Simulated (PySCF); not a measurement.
## Electron correlation in P⁺ (phosphorus, charge +1)

[Ne] 3s2 3p2, high-spin 3P determinant. Computed with PySCF 2.14 in def2-TZVP (5s5p2d1f, 37 functions), with no relativity, point nucleus. Frozen: [Ne]; 4 electrons correlated.

MP2 pair energies summed by pair of shells (mhartree):

| pair | energy | share (%) |
| --- | --- | --- |
| 3s-3p | -37.68 | 62.1 |
| 3s-3s | -16.59 | 27.4 |
| 3p-3p | -6.36 | 10.5 |

Total MP2 correlation energy: -60.63 mhartree.

Same-spin part -10.21 and opposite-spin part -50.42 mhartree; SCS-MP2 scales them by 1/3 and 6/5 to -63.91 mhartree.

| level | correlation energy (mhartree) |
| --- | --- |
| CCSD | -81.32 |
| (T) | -2.25 |
| CCSD(T) | -83.57 |

Diagnostics: T1 = 0.0097, D1 = 0.0251, largest double amplitude 0.103.

Cost of the coupled-cluster step: 0.56 s of wall time on 1 thread of Neoverse-N1 (shared host), for 4 correlated electrons.

Iterations:

```
CC2 = 0
CCSD nocc = (np.int64(3), np.int64(1)), nmo = (32, 32)
frozen orbitals [[0, 1, 2, 3, 4], [0, 1, 2, 3, 4]]
max_cycle = 100
direct = 0
conv_tol = 1e-08
conv_tol_normt = 1e-06
diis_space = 8
diis_start_cycle = 0
Init t2, MP2 energy = -0.0606318420580544
Init E_corr(UCCSD) = -0.0606318420658597
cycle = 1  E_corr(UCCSD) = -0.0747685016009316  dE = -0.0141366595  norm(t1,t2) = 0.0516747
cycle = 2  E_corr(UCCSD) = -0.0787951413078281  dE = -0.00402663971  norm(t1,t2) = 0.0202214
cycle = 3  E_corr(UCCSD) = -0.0813106698239495  dE = -0.00251552852  norm(t1,t2) = 0.00948451
cycle = 4  E_corr(UCCSD) = -0.0813077987998672  dE = 2.87102408e-06  norm(t1,t2) = 0.00178559
cycle = 5  E_corr(UCCSD) = -0.0813247029659836  dE = -1.69041661e-05  norm(t1,t2) = 0.000265148
cycle = 6  E_corr(UCCSD) = -0.0813194657339097  dE = 5.23723207e-06  norm(t1,t2) = 6.18356e-05
cycle = 7  E_corr(UCCSD) = -0.0813221385343024  dE = -2.67280039e-06  norm(t1,t2) = 9.32798e-06
cycle = 8  E_corr(UCCSD) = -0.0813215350437198  dE = 6.03490583e-07  norm(t1,t2) = 2.24873e-06
cycle = 9  E_corr(UCCSD) = -0.0813215205227572  dE = 1.45209626e-08  norm(t1,t2) = 3.70622e-07
cycle = 10  E_corr(UCCSD) = -0.0813215411178254  dE = -2.05950682e-08  norm(t1,t2) = 1.03507e-07
cycle = 11  E_corr(UCCSD) = -0.0813215411367482  dE = -1.89228078e-11  norm(t1,t2) = 5.09961e-08
UCCSD converged
E(UCCSD) = -340.4269848423178  E_corr = -0.08132154113674821
UCCSD(T) correction = -0.00225142930841608
```
